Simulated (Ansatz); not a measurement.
One geometry of Nb₂O₄⁻, several levels of theory.

```yaml
crystal:
  periodic: [false, false, false]
  atoms:
    - {symbol: Nb, position_ang: [-1.628587, 1.158662, 0.376650]}
    - {symbol: Nb, position_ang: [0.808326, -0.605328, 0.276245]}
    - {symbol: O, position_ang: [1.735802, -1.923331, -0.822920]}
    - {symbol: O, position_ang: [-1.386461, 2.832137, 0.746806]}
    - {symbol: O, position_ang: [1.346061, -0.773810, -1.579618]}
    - {symbol: O, position_ang: [-0.875130, -0.688330, 1.002837]}
basis:
  gaussian: {orbitals: def2-TZVPD, initial_orbitals: start.molden}
total_charge: -1
magnetization: {spin_polarized: true, initial_magnetization: 1}
hamiltonian: {xc: {name: BLYP}, dispersion: d4}
scf: {omitted_lower_state_checks: [starts]}
output: {orbitals: {seedname: orbitals}}
```

The file start.molden holds the orbitals of an earlier run on this structure, at another level or in another basis.

```sh
$ ansatz run in.yaml --threads 4 --pin off --events-out ev --progress --plain --max-ram 4787MiB
```

Shortened log:

```
Functional definition: BLYP
  name "BLYP"
  cite "Becke, Phys. Rev. A 38, 3098 (1988) doi:10.1103/PhysRevA.38.3098"
  cite "Lee, Yang & Parr, Phys. Rev. B 37, 785 (1988) doi:10.1103/PhysRevB.37.785"
  parameter beta = 0.0042
  parameter a = 0.04918
  parameter b = 0.132
  parameter c = 0.2533
  parameter d = 0.349
  exchange = b88_x(beta = beta)
  correlation = lyp_c(a = a, b = b, c = c, d = d)
these checks for a lower state are left out or cut short: starts
1372 factors; their error is unknown
mean field evaluation 1: about -11293.3095 eV, gradient 1.2e1 eV
mean field evaluation 2: about -11293.7740 eV, gradient 6.7e-1 eV
mean field evaluation 4: about -11293.8276 eV, gradient 5.0e-2 eV
mean field evaluation 8: about -11293.8173 eV, gradient 5.8e-5 eV
mean field evaluation 16: about -11293.8173 eV, gradient 1.5e-5 eV
mean field -11293.81726862 eV, -415.0401293977 hartree, gradient 1.5e-5 eV, S^2 1.803806; 0 other end points of the search recorded, 0 dependent functions left out
reference -11293.81760173 eV, -415.0401416389 hartree; 30, 29 occupied and 210, 211 virtual orbitals, 1372 factors
Total energy: -11294.23838841 eV, -415.0556052643 hartree
Checks for a lower state left out: starts
```

Run time 6 s (4 threads of Intel Xeon on a shared host).

As the first input, with `hamiltonian: {xc: {name: revPBE}, dispersion: d4}` (abridged; 4.8 s):

```
Functional definition: revPBE
mean field -11295.94959469 eV, -415.1184909351 hartree, gradient 1.4e-5 eV, S^2 2.041412
Total energy: -11296.42956082 eV, -415.1361293653 hartree
Checks for a lower state left out: starts
```

Geometry: PBE0-D4/def2-SVPD.

In the def2 sets Nb takes a core potential; there is no spin–orbit coupling. The structure holds 1 bond(s) between oxygen atoms. At BLYP-D4/def2-TZVPD, revPBE-D4/def2-TZVPD the charge -1 doublet is spin-contaminated (final ⟨S²⟩ up to 2.04, 0.75 for a pure state). At BLYP-D4/def2-TZVPD, revPBE-D4/def2-TZVPD the highest occupied level of the charge -1 doublet lies above zero (up to 0.42 eV). It is a level of α spin, whose loss leaves a singlet; that state wasn't run at this geometry and level. The electron is either unbound and held by the finite basis, or the level is raised by self-interaction error. No other spin state of charge -1 was run. The geometry of the doublet was relaxed on an unsound state (⟨S²⟩ 2.28, where a pure state has 0.75). Another isomer (doublet) lies 4.87 eV lower at PBE0-D4/def2-TZVPD; other spin states weren't run for this one.
